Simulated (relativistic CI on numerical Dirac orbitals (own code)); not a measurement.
# Radial parameters of Re⁷³⁺

Computed by Dirac-Coulomb-Breit CI, orbitals from a KLI potential per configuration, a model potential for QED, unscaled Slater integrals (own radial code, finite nucleus).

Slater integrals F^k, G^k are unscaled and averaged over j, outside the closed core (none); ζ comes from projecting the Hamiltonian with its Breit term on Σ l·s of the shell.

- 1s2s: G^0(1s,2s) = 493520 cm⁻¹; <r>(1s) = 0.01786, <r^2>(1s) = 0.0004384, <r>(2s) = 0.0714, <r^2>(2s) = 0.006063 (bohr units).
- 1s2p: G^1(1s,2p) = 790310, ζ(2p) = 9.0403e+06 cm⁻¹; <r>(1s) = 0.01786, <r^2>(1s) = 0.0004383, <r>(2p) = 0.06299, <r^2>(2p) = 0.004836 (bohr units).
- 1s3s: G^0(1s,3s) = 127680 cm⁻¹; <r>(1s) = 0.01785, <r^2>(1s) = 0.0004377, <r>(3s) = 0.1659, <r^2>(3s) = 0.03153 (bohr units).

Averages of the first 10 configurations, taken without configuration mixing, which lowers the lowest level and can move excited configurations by several eV; other configurations of the list can lie among them:

| Configuration | Parity | States | Average energy above the lowest level (eV) |
| --- | --- | --- | --- |
| 1s² | even | 1 | 0.5 |
| 1s2s | even | 4 | 60784.5 |
| 1s2p | odd | 12 | 61995.4 |
| 1s3s | even | 4 | 72533.9 |
| 1s3p | odd | 12 | 72891.9 |
| 1s3d | even | 20 | 73149.7 |
| 1s4s | even | 4 | 76563.7 |
| 1s4p | odd | 12 | 76713.3 |
| 1s4d | even | 20 | 76821.7 |
| 1s4f | odd | 28 | 76862.4 |
